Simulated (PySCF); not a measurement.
## Co: ionisation energy

Co [Ar] 3d7 4s2 (4F) → Co⁺ [Ar] 3d8 (3F), as a difference of total energies. All numbers are calculated (PySCF 2.14, the spin-free X2C one-electron Hamiltonian (Gaussian nucleus), in aug-cc-pVDZ-DK (7s6p4d2f, 59 functions)). Correlated levels: valence: [Ar] frozen. The calculations carry no spin-orbit coupling.

```csv
method,ionisation energy (eV)
UHF,8.276
LDA,8.072
PBE,7.902
PBE0,7.961
r2SCAN,7.976
B97-3,8.032
BP86,8.044
MN15,7.433
B2PLYP,8.001
MP2 (valence),7.527
SCS-MP2 (valence),7.601
```

Task: How much does correlation contribute at MP2 (valence)?

Result: 7.527 − (8.276) = -0.749 eV, measured against UHF.

Errors of the correlated levels include the incompleteness of this basis and the frozen core.

MP2 underrates the near-degeneracy of ns² with np² in the lower species.

For comparison: 7.869 eV (measured; NIST levels, between the centres of gravity of the two terms).
